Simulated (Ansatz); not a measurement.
`C=CCS(C)(=O)=O`. The species carries charge 0 and has multiplicity 1.

```tsv
atom	x (Å)	y (Å)	z (Å)
C1	-1.187	-1.202	1.548
C2	-0.101	-0.456	1.401
C3	0.881	-0.633	0.300
S4	1.022	0.813	-0.749
C5	-0.572	0.952	-1.505
O6	1.211	1.956	0.103
O7	1.981	0.508	-1.774
H8	-1.420	-2.010	0.861
H9	-1.876	-1.038	2.368
H10	0.113	0.347	2.100
H11	0.652	-1.483	-0.346
H12	1.905	-0.746	0.673
H13	-1.331	1.060	-0.732
H14	-0.524	1.851	-2.120
H15	-0.756	0.079	-2.129
```

(1) Give the diagnostics of a CCSD(T)/def2-TZVPP run (frozen core, the Gaussian-basis code of Ansatz). (Estimate.)

## Answers

(1) Ansatz gave: T1 = 0.0145, largest single amplitude 0.017, largest double 0.079, (T) share of the correlation energy 4.3 %, 9 CCSD cycles. The RHF solution is stable towards an unrestricted one. T1 lies under the customary mark of 0.02 for closed shells.
